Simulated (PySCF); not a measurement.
C4H5NSi, SMILES C1C[SiH2]C=1C#N.

Geometry optimised at ωB97X-D3(BJ)/def2-SVP. This is a generated structure with no PubChem entry under its InChIKey; it may be hypothetical.

Level of theory: ωB97X-D3(BJ)/def2-SVP in PySCF.

Frequencies are harmonic and unscaled.

Computed vibrational spectrum:
```csv
mode,ν (cm⁻¹),IR (km/mol),moving atoms (share of kinetic energy)
1,160,3.5,"N 40 %, C 33 %, Si 17 %, H 9 %"
2,162,0.6,"C 50 %, H 28 %, N 22 %"
3,219,0.3,"C 50 %, H 44 %"
4,476,5.4,"C 52 %, N 23 %, Si 19 %"
5,481,0.0,"H 59 %, C 32 %"
6,527,9.5,"C 53 %, Si 34 %"
7,558,8.6,"H 66 %, C 30 %"
8,638,11.8,"C 66 %, Si 17 %, N 11 %"
9,687,42.1,"H 60 %, C 33 %"
10,721,0.1,"C 57 %, H 33 %"
11,800,108.8,"H 76 %, Si 17 %"
12,809,43.3,"H 65 %, C 29 %"
13,909,3.1,"H 79 %, C 20 %"
14,961,21.5,"H 63 %, C 36 %"
15,977,139.3,H 91 %
16,1115,9.4,"H 75 %, C 25 %"
17,1153,2.2,"C 68 %, H 27 %"
18,1204,30.2,"C 68 %, H 25 %"
19,1266,7.9,"H 60 %, C 39 %"
20,1426,8.1,"H 89 %, C 11 %"
21,1682,16.8,C 94 %
22,2272,112.5,H 98 %
23,2276,119.7,H 96 %
24,2417,34.4,"C 63 %, N 37 %"
25,3099,5.8,H 95 %
26,3157,1.4,"H 90 %, C 10 %"
27,3174,8.6,"H 91 %, C 9 %"
```
